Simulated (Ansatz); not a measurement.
The first iterations of a band of F4H2OW + H (9 atoms, charge 0, multiplicity 2).

Method: Ansatz 0.2.0, UKS PBE/def2-SVP.

```json
{
 "movable images": "9",
 "climbing image": "yes",
 "spring": "5.0 eV/Å²",
 "optimiser": "quadratic models (default)",
 "start path": "through a guess of the saddle point",
 "force threshold": "0.03 eV/Å",
 "iteration limit": "60",
 "end points": "relaxed"
}
```

Initial state:

```xyz
9
Properties=species:S:1:pos:R:3
W 0.036 0.013 -0.145
F 0.356 0.434 1.656
H 1.699 -0.377 0.025
F 0.303 1.871 -0.342
F -1.720 -0.359 0.447
F 0.085 -1.845 -0.391
O 0.083 0.129 -2.022
H 0.265 0.946 -2.528
H -0.710 -0.019 4.503
```

Final state:

```xyz
9
Properties=species:S:1:pos:R:3
W 0.004 -0.021 -0.121
F 0.439 -0.065 2.250
H 1.664 -0.017 0.259
F 0.026 1.900 -0.165
F -1.564 0.058 0.988
F -0.050 -1.925 -0.047
O 0.156 0.004 -1.975
H 0.222 0.878 -2.418
H -0.500 -0.019 2.433
```

| iteration | highest image above the first end (eV) | largest band force component (eV/Å) |
| --- | --- | --- |
| 1 | 1.090 | 7.389 |
| 2 | 0.490 | 1.876 |
| 3 | 0.350 | 1.671 |
| 4 | 0.232 | 0.666 |
| 5 | 0.293 | 0.390 |

Q: Does the band converge within its limit, and where does its top end?

A: It converged. It ended after 17 iterations with the highest image 0.266 eV above the first end. A vibrational analysis at the climbing image gives one clearly imaginary mode, 909i cm⁻¹: a first-order saddle point.

The run took 8.7 min on 4 threads of Arm Neoverse V1, on a shared host, peak memory 0.31 GiB.
